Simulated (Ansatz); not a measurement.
One change: `N[SiH2][AlH][SeH]` becomes `N[SiH2][AlH2]`.

Ansatz, PBE0-D4/def2-TZVP geometries, multiplicity 1. Each molecule was computed in one conformer, which needn't be the lowest.

Scalar relativity is left out up to krypton.

```csv
property,`N[SiH2][AlH][SeH]`
HOMO energy (PBE/def2-TZVPP) / eV,-5.51
HOMO energy (ωB97M-V/def2-TZVPP) / eV,-8.73
HOMO–LUMO gap (ωB97M-V/def2-TZVPP) / eV,8.66
HOMO–LUMO gap (PBE0/def2-TZVPP) / eV,4.96
HOMO energy (B3LYP/def2-TZVPP) / eV,-6.48
HOMO–LUMO gap (B3LYP/def2-TZVPP) / eV,4.62
```

Problem. What does the change do to each property? (Best estimate.)

Solution. Computed: 
```csv
property,`N[SiH2][AlH2]`,shift
HOMO energy (PBE/def2-TZVPP) / eV,-5.83,-0.32
HOMO energy (ωB97M-V/def2-TZVPP) / eV,-9.18,-0.45
HOMO–LUMO gap (ωB97M-V/def2-TZVPP) / eV,8.88,0.22
HOMO–LUMO gap (PBE0/def2-TZVPP) / eV,5.16,0.20
HOMO energy (B3LYP/def2-TZVPP) / eV,-6.89,-0.41
HOMO–LUMO gap (B3LYP/def2-TZVPP) / eV,4.77,0.15
```

With PBE0 the HOMO falls by 0.42 eV and the LUMO falls by 0.22 eV, so the gap widens by about 0.20 eV. PBE moves the HOMO by -0.32 eV and ωB97M-V by -0.45 eV.

B3LYP here is the variant with VWN-RPA as its local correlation; programs differ in this.

Spin–orbit coupling is left out; it splits and shifts lone-pair levels of the heavy atoms by tenths of an eV.
